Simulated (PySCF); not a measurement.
**Electron correlation in Pb (lead, neutral)**

[Xe] 4f14 5d10 6s1 6p2 7s1, high-spin 5P determinant (an excited configuration). Calculation: PySCF 2.14, in aug-cc-pwCVDZ-PP with ECP60MDF (6s5p4d1f, 48 functions); a scalar-relativistic core potential. Frozen: 5s2 5p6 5d10; 4 electrons correlated.

```tsv
level	correlation energy (mhartree)
CCSD	-15.95
(T)	-0.12
CCSD(T)	-16.07
```

Diagnostics: T1 = 0.0061, D1 = 0.0147, largest double amplitude 0.032.

Spin-orbit coupling is strong in this species (close to jj coupling), so the high-spin LS determinant is a model state, not a physical level. The outer electron is Rydberg-like, and this basis confines it to a smaller radius and binds it less than a complete one would.

Cost of the coupled-cluster step: roughly 0.8 core-seconds, for 4 correlated electrons.

Spin-orbit coupling is strong in this species, so the high-spin LS determinant is a model state.
